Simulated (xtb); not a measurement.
C$_{2}$H$_{6}$Cl$_{2}$Si (SMILES C[Si](C)(Cl)Cl), singlet, geometry from GFN2-xTB; GFN2-xTB in xtb 6.7.1.

xtb was given this input:
```
$ xtb mol.xyz --gfn 2 --grad --json

# file mol.xyz
11

C      1.39412504    -1.53470091    -0.23312337
Si    -0.02280346    -0.29923318     0.05226009
C     -1.59822436    -1.14354604     0.70087042
Cl     0.58008648     1.10144890     1.39720879
Cl    -0.44748036     0.63864468    -1.70111043
H      1.11693539    -2.29088516    -0.96147875
H      2.28529446    -1.03451143    -0.60339701
H      1.66362802    -2.04466112     0.68690871
H     -2.39633076    -0.42253728     0.85786579
H     -1.96333966    -1.88823681    -0.00004098
H     -1.41664703    -1.64201277     1.64834648
```

What the program printed (banner, timings and long lists left out):

```
   ID    Z sym.   atoms
    1    6 C      1, 3
    2   14 Si     2
    3   17 Cl     4, 5
    4    1 H      6-11

           -------------------------------------------------
          |                Calculation Setup                |
           -------------------------------------------------

           -------------------------------------------------
          |                 G F N 2 - x T B                 |
           -------------------------------------------------

          ...................................................
          :                      SETUP                      :
          :.................................................:
          :  # basis functions                  44          :
          :  # atomic orbitals                  41          :
          :  # shells                           19          :
          :  # electrons                        32          :
          :  max. iterations                   250          :
          :  Hamiltonian                  GFN2-xTB          :
          :  restarted?                      false          :
          :  GBSA solvation                  false          :
          :  PC potential                    false          :
          :  electronic temp.          300.0000000     K    :
          :  accuracy                    1.0000000          :
          :  -> integral cutoff          0.2500000E+02      :
          :  -> integral neglect         0.1000000E-07      :
          :  -> SCF convergence          0.1000000E-05 Eh   :
          :  -> wf. convergence          0.1000000E-03 e    :
          :  Broyden damping             0.4000000          :
          :  net charge                          0          :
          :  unpaired electrons                  0          :
          ...................................................

 iter      E             dE          RMSdq      gap      omega  full diag
   1    -18.2609117 -0.182609E+02  0.439E+00    7.50       0.0  T
   2    -18.3530507 -0.921391E-01  0.216E+00    6.16       1.0  T
   3    -18.3760233 -0.229726E-01  0.141E+00    7.00       1.0  T
   4    -18.3878002 -0.117769E-01  0.446E-01    6.48       1.0  T
   5    -18.3894777 -0.167750E-02  0.177E-01    6.58       1.0  T
   6    -18.3895721 -0.943631E-04  0.495E-02    6.62       1.0  T
   7    -18.3895729 -0.827556E-06  0.384E-02    6.60       1.0  T
   8    -18.3895792 -0.631371E-05  0.285E-02    6.62       1.1  T
   9    -18.3895809 -0.175014E-05  0.147E-02    6.61       2.1  T
  10    -18.3895816 -0.703223E-06  0.931E-03    6.61       3.2  T
  11    -18.3895823 -0.668155E-06  0.159E-03    6.61      18.9  T
  12    -18.3895823  0.176843E-07  0.221E-03    6.61      13.6  T
  13    -18.3895823 -0.185740E-07  0.140E-03    6.61      21.5  T
  14    -18.3895823 -0.149834E-07  0.751E-05    6.61     401.7  T
  15    -18.3895823  0.589147E-10  0.111E-04    6.61     271.9  T

   *** convergence criteria satisfied after 15 iterations ***

         :::::::::::::::::::::::::::::::::::::::::::::::::::::
         ::                     SUMMARY                     ::
         :::::::::::::::::::::::::::::::::::::::::::::::::::::
         :: total energy             -18.249328517329 Eh    ::
         :: gradient norm              0.000032634481 Eh/a0 ::
         :: HOMO-LUMO gap              6.609655668716 eV    ::
         ::.................................................::
         :: SCC energy               -18.389563099211 Eh    ::
         :: -> isotropic ES            0.029663604762 Eh    ::
         :: -> anisotropic ES          0.001297992346 Eh    ::
         :: -> anisotropic XC          0.005387317717 Eh    ::
         :: -> dispersion             -0.008159964961 Eh    ::
         :: repulsion energy           0.140234581882 Eh    ::
         :: add. restraining           0.000000000000 Eh    ::
         :: total charge              -0.000000000000 e     ::
         :::::::::::::::::::::::::::::::::::::::::::::::::::::

[...]
        17                         -0.1730132              -4.7079 (LUMO)
        18                         -0.1677764              -4.5654
        19                         -0.1454669              -3.9584
        20                         -0.0590041              -1.6056
        21                         -0.0222196              -0.6046
        22                         -0.0217648              -0.5922
        23                          0.0168556               0.4587
        24                          0.0200333               0.5451
        25                          0.0204482               0.5564
        26                          0.0205076               0.5580
        27                          0.0205974               0.5605
       ...                                ...                  ...
        41                          0.7513046              20.4440
      -------------------------------------------------------------
                  HL-Gap            0.2429004 Eh            6.6097 eV
             Fermi-level           -0.2944634 Eh           -8.0128 eV

     #   Z          covCN         q      C6AA      α(0)
     1   6 C        3.649    -0.202    24.856     7.162
     2  14 Si       3.356     0.554   110.105    20.905
     3   6 C        3.649    -0.202    24.856     7.162
     4  17 Cl       0.808    -0.233   106.421    15.781
     5  17 Cl       0.808    -0.233   106.421    15.781
     6   1 H        0.925     0.051     2.307     2.375
     7   1 H        0.925     0.056     2.250     2.346
     8   1 H        0.925     0.051     2.307     2.375
     9   1 H        0.925     0.056     2.250     2.346
    10   1 H        0.925     0.051     2.307     2.375
    11   1 H        0.925     0.051     2.307     2.375

 Mol. C6AA /au·bohr⁶  :       2485.419491
 Mol. C8AA /au·bohr⁸  :      92917.915246
 Mol. α(0) /au        :         80.982271

Wiberg/Mayer (AO) data.
largest (>0.10) Wiberg bond orders for each atom

 ---------------------------------------------------------------------------
     #   Z sym  total        # sym  WBO       # sym  WBO       # sym  WBO
 ---------------------------------------------------------------------------
     1   6 C    3.988 --     6 H    0.985     8 H    0.985     7 H    0.979
                             2 Si   0.899
     2  14 Si   3.993 --     5 Cl   1.067     4 Cl   1.067     3 C    0.899
                             1 C    0.899
     3   6 C    3.988 --    11 H    0.985    10 H    0.985     9 H    0.979
                             2 Si   0.899
     4  17 Cl   1.216 --     2 Si   1.067
     5  17 Cl   1.216 --     2 Si   1.067
     6   1 H    0.997 --     1 C    0.985
     7   1 H    0.997 --     1 C    0.979
     8   1 H    0.997 --     1 C    0.985
     9   1 H    0.997 --     3 C    0.979
    10   1 H    0.997 --     3 C    0.985
    11   1 H    0.997 --     3 C    0.985
 ---------------------------------------------------------------------------

Topologies differ in total number of bonds
Writing topology from bond orders to xtbtopo.mol

molecular dipole:
                 x           y           z       tot (Debye)
 q only:       -0.074      -0.972       0.170
   full:       -0.074      -0.965       0.169       2.496
molecular quadrupole (traceless):
                xx          xy          yy          xz          yz          zz
 q only:        2.375      -0.467       0.877      -2.050      -0.576      -3.252
  q+dip:        3.010      -0.591       1.240      -2.649      -0.773      -4.250
   full:        2.775      -0.542       1.327      -2.515      -0.773      -4.102

           -------------------------------------------------
          | TOTAL ENERGY              -18.249328517329 Eh   |
          | GRADIENT NORM               0.000032634481 Eh/α |
          | HOMO-LUMO GAP               6.609655668716 eV   |
           -------------------------------------------------

normal termination of xtb
```
